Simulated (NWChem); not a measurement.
All runs are NWChem calculations. System: CH$_{4}$ClGa, charge 0, spin multiplicity 1, at a geometry optimised with PBE0/def2-SVP. The structure started from a generated list of species. Level: TD-B3LYP/def2-SVP, VWN1-RPA local correlation.

Part of the output:

```
             Northwest Computational Chemistry Package (NWChem) 7.3.0
             --------------------------------------------------------

                                NWChem Input Module
                                -------------------

 Scaling coordinates for geometry "geometry" by  1.889725989
 (inverse scale =  0.529177249)

                             Geometry "geometry" -> ""
                             -------------------------

 Output coordinates in angstroms (scale by  1.889725989 to convert to a.u.)

  No.       Tag          Charge          X              Y              Z
 ---- ---------------- ---------- -------------- -------------- --------------
    1 Ga                  31.0000    -0.20949000    -0.46617000    -0.19529400
    2 H                    1.0000    -1.22156800    -1.02745300    -1.24461300
    3 Cl                  17.0000    -0.07626100     1.69657700    -0.18274200
    4 C                    6.0000     0.92792300    -1.41846900     1.07492900
    5 H                    1.0000     1.49996400    -0.71838000     1.69892100
    6 H                    1.0000     1.63033300    -2.07125400     0.53256900
    7 H                    1.0000     0.31435800    -2.06265500     1.72429100

 Effective nuclear repulsion energy (a.u.)     244.9800524244

            Nuclear Dipole moment (a.u.)
            ----------------------------
        X                 Y               Z
 ---------------- ---------------- ----------------
    -0.0000037795    -0.0000321253     0.0000264562


 Summary of "ao basis" -> "" (spherical)
 ------------------------------------------------------------------------------
       Tag                 Description            Shells   Functions and Types
 ---------------- ------------------------------  ------  ---------------------
 *                          def2-svp                  on all atoms

                                 NWChem DFT Module
                                 -----------------

 Summary of "ao basis" -> "ao basis" (spherical)
 ------------------------------------------------------------------------------
       Tag                 Description            Shells   Functions and Types
 ---------------- ------------------------------  ------  ---------------------
 Ga                         def2-svp                12       32   5s4p3d
 H                          def2-svp                 3        5   2s1p
 Cl                         def2-svp                 8       18   4s3p1d
 C                          def2-svp                 6       14   3s2p1d

 Summary of "ao basis" -> "ao basis" (spherical)
 ------------------------------------------------------------------------------
       Tag                 Description            Shells   Functions and Types
 ---------------- ------------------------------  ------  ---------------------
 Ga                         def2-svp                12       32   5s4p3d
 H                          def2-svp                 3        5   2s1p
 Cl                         def2-svp                 8       18   4s3p1d
 C                          def2-svp                 6       14   3s2p1d

            General Information
            -------------------
          SCF calculation type: DFT
          Wavefunction type:  closed shell.
          No. of atoms     :     7
          No. of electrons :    58
           Alpha electrons :    29
            Beta electrons :    29
          Charge           :     0
          Spin multiplicity:     1
          Use of symmetry is: off; symmetry adaption is: off
          Maximum number of iterations: 100
          AO basis - number of functions:    84
                     number of shells:    38
          Convergence on energy requested:  1.00D-06
          Convergence on density requested:  1.00D-05
          Convergence on gradient requested:  5.00D-04

              XC Information
              --------------
                         B3LYP Method XC Potential
                     Hartree-Fock (Exact) Exchange  0.200
                        Slater Exchange Functional  0.800 local
                    Becke 1988 Exchange Functional  0.720 non-local
              Lee-Yang-Parr Correlation Functional  0.810
[...]
  ----------------------------------------------------------------------------
  Root   3 singlet a              0.230304240 a.u.                6.2669 eV
  ----------------------------------------------------------------------------
     Transition Moments    X -0.04319   Y -0.48119   Z -0.01961
     Transition Moments   XX  0.79945  XY -0.01727  XZ -0.53783
     Transition Moments   YY -1.63284  YZ  0.20747  ZZ  0.62703
     Dipole Oscillator Strength                    0.0358957762
     Electric Quadrupole                           0.0000001415
     Magnetic Dipole                               0.0000000082
     Total Oscillator Strength                     0.0358959258

          sigma_e =   1.9462 Angstrom
          sigma_h =   1.2619 Angstrom
         |d_h->e| =   1.8800 Angstrom
            d_exc =   2.9883 Angstrom
            d_CD1 =   2.5643 Angstrom
            d_CD2 =   0.2759 Angstrom
            d_CD3 =   4.8682 Angstrom
     Pearson C.C. =  -0.0031

     Occ.   26  a   ---  Virt.   31  a   -0.15270 X
     Occ.   26  a   ---  Virt.   32  a   -0.07381 X
     Occ.   27  a   ---  Virt.   31  a   -0.08835 X
     Occ.   27  a   ---  Virt.   32  a   -0.07783 X
     Occ.   28  a   ---  Virt.   30  a   -0.97028 X
     Occ.   29  a   ---  Virt.   31  a    0.06116 X
  ----------------------------------------------------------------------------
  Root   4 singlet a              0.237633180 a.u.                6.4663 eV
  ----------------------------------------------------------------------------
     Transition Moments    X -0.16196   Y  0.00901   Z  0.15050
     Transition Moments   XX  0.98247  XY  0.99314  XZ -0.00373
     Transition Moments   YY -0.10273  YZ -0.98837  ZZ -0.87873
     Dipole Oscillator Strength                    0.0077565131
     Electric Quadrupole                           0.0000002027
     Magnetic Dipole                               0.0000032726
     Total Oscillator Strength                     0.0077599884

          sigma_e =   1.9282 Angstrom
          sigma_h =   1.8737 Angstrom
         |d_h->e| =   0.9710 Angstrom
            d_exc =   2.8618 Angstrom
            d_CD1 =   1.0255 Angstrom
            d_CD2 =  -0.9300 Angstrom
            d_CD3 =   3.8328 Angstrom
     Pearson C.C. =  -0.0025

     Occ.   26  a   ---  Virt.   30  a    0.99198 X
     Occ.   27  a   ---  Virt.   30  a    0.11329 X
  ----------------------------------------------------------------------------
  Root   5 singlet a              0.257534057 a.u.                7.0079 eV
  ----------------------------------------------------------------------------
     Transition Moments    X  0.48785   Y -0.17020   Z  0.53001
     Transition Moments   XX  0.10555  XY -0.81244  XZ -0.23930
     Transition Moments   YY  0.31839  YZ -0.86014  ZZ  0.15471
     Dipole Oscillator Strength                    0.0940645408
     Electric Quadrupole                           0.0000001337
     Magnetic Dipole                               0.0000002495
     Total Oscillator Strength                     0.0940649240

          sigma_e =   2.1674 Angstrom
          sigma_h =   1.7594 Angstrom
         |d_h->e| =   1.1949 Angstrom
            d_exc =   3.0261 Angstrom
            d_CD1 =   1.6029 Angstrom
            d_CD2 =  -0.7685 Angstrom
            d_CD3 =   4.2210 Angstrom
     Pearson C.C. =   0.0083

     Occ.   25  a   ---  Virt.   30  a   -0.05551 X
     Occ.   26  a   ---  Virt.   31  a    0.10596 X
     Occ.   27  a   ---  Virt.   31  a   -0.19946 X
     Occ.   27  a   ---  Virt.   33  a   -0.05094 X
     Occ.   29  a   ---  Virt.   31  a   -0.93657 X
     Occ.   29  a   ---  Virt.   32  a   -0.23187 X
     Occ.   29  a   ---  Virt.   33  a    0.06990 X
  ----------------------------------------------------------------------------
  Root   6 singlet a              0.275327180 a.u.                7.4920 eV
  ----------------------------------------------------------------------------
     Transition Moments    X -0.28632   Y  0.01567   Z  0.26735
     Transition Moments   XX  0.19275  XY -0.70975  XZ  0.05541
     Transition Moments   YY  0.07839  YZ  0.64685  ZZ -0.26490
     Dipole Oscillator Strength                    0.0282121315
     Electric Quadrupole                           0.0000001091
     Magnetic Dipole                               0.0000002133
     Total Oscillator Strength                     0.0282124540

          sigma_e =   2.1330 Angstrom
          sigma_h =   1.2184 Angstrom
         |d_h->e| =   1.7723 Angstrom
            d_exc =   3.0277 Angstrom
            d_CD1 =   2.6869 Angstrom
            d_CD2 =   0.0966 Angstrom
            d_CD3 =   4.8000 Angstrom
     Pearson C.C. =   0.0016

     Occ.   23  a   ---  Virt.   30  a   -0.07608 X
     Occ.   28  a   ---  Virt.   31  a    0.98178 X
     Occ.   28  a   ---  Virt.   32  a    0.16670 X
  ----------------------------------------------------------------------------
  Root   7 singlet a              0.288659562 a.u.                7.8548 eV
  ----------------------------------------------------------------------------
     Transition Moments    X -0.23527   Y  0.24927   Z -0.26479
     Transition Moments   XX -0.44150  XY  0.48639  XZ -0.12692
     Transition Moments   YY -1.00925  YZ  0.54665  ZZ -0.52097
     Dipole Oscillator Strength                    0.0361022482
     Electric Quadrupole                           0.0000000827
     Magnetic Dipole                               0.0000020945
     Total Oscillator Strength                     0.0361044254

          sigma_e =   2.3876 Angstrom
          sigma_h =   2.0197 Angstrom
         |d_h->e| =   1.7305 Angstrom
            d_exc =   3.5656 Angstrom
            d_CD1 =   2.0983 Angstrom
            d_CD2 =  -0.4732 Angstrom
            d_CD3 =   5.2960 Angstrom
     Pearson C.C. =   0.0063

     Occ.   26  a   ---  Virt.   31  a    0.05912 X
     Occ.   27  a   ---  Virt.   31  a    0.05670 X
     Occ.   27  a   ---  Virt.   32  a    0.08897 X
     Occ.   29  a   ---  Virt.   31  a    0.22320 X
     Occ.   29  a   ---  Virt.   32  a   -0.96375 X
  ----------------------------------------------------------------------------
  Root   8 singlet a              0.299570109 a.u.                8.1517 eV
  ----------------------------------------------------------------------------
     Transition Moments    X  0.34698   Y -0.48150   Z  0.39489
     Transition Moments   XX  0.61118  XY -1.77507  XZ  0.41293
     Transition Moments   YY  0.30979  YZ -1.88553  ZZ  0.85715
     Dipole Oscillator Strength                    0.1014897436
     Electric Quadrupole                           0.0000009952
     Magnetic Dipole                               0.0000000264
     Total Oscillator Strength                     0.1014907653

          sigma_e =   2.2942 Angstrom
          sigma_h =   1.9613 Angstrom
         |d_h->e| =   0.2802 Angstrom
            d_exc =   2.9950 Angstrom
            d_CD1 =   0.6132 Angstrom
            d_CD2 =  -1.8476 Angstrom
            d_CD3 =   3.2753 Angstrom
     Pearson C.C. =   0.0243

     Occ.   25  a   ---  Virt.   30  a   -0.20360 X
     Occ.   26  a   ---  Virt.   31  a   -0.16943 X
     Occ.   26  a   ---  Virt.   32  a   -0.11472 X
     Occ.   27  a   ---  Virt.   31  a    0.91981 X
     Occ.   27  a   ---  Virt.   33  a   -0.06377 X
     Occ.   28  a   ---  Virt.   30  a   -0.05966 X
     Occ.   29  a   ---  Virt.   31  a   -0.17748 X
     Occ.   29  a   ---  Virt.   33  a    0.14499 X

              Target root =      1
          Target symmetry = none
      Ground state energy =  -2425.263980481367
        Excitation energy =      0.186187144977
     Excited state energy =  -2425.077793336390

  stored tddft:energy   -2425.0777933363897

 Task  times  cpu:      223.5s     wall:      223.5s

 Total times  cpu:      223.5s     wall:      223.5s
```

Task: Write an NWChem input that would produce this output.

Result: This is not unique; one that fits is 
```
start mol
memory heap 200 mb stack 800 mb global 1000 mb
geometry units angstroms nocenter noautoz noautosym
  Ga    -0.209490    -0.466170    -0.195294
  H     -1.221568    -1.027453    -1.244613
  Cl    -0.076261     1.696577    -0.182742
  C      0.927923    -1.418469     1.074929
  H      1.499964    -0.718380     1.698921
  H      1.630333    -2.071254     0.532569
  H      0.314358    -2.062655     1.724291
end
basis spherical
  * library def2-svp
end
dft
  xc b3lyp
  semidirect memsize 60000000 filesize 0
  iterations 100
end
tddft
  rpa
  nroots 8
  notriplet
  thresh 1e-4
end
task tddft energy
```
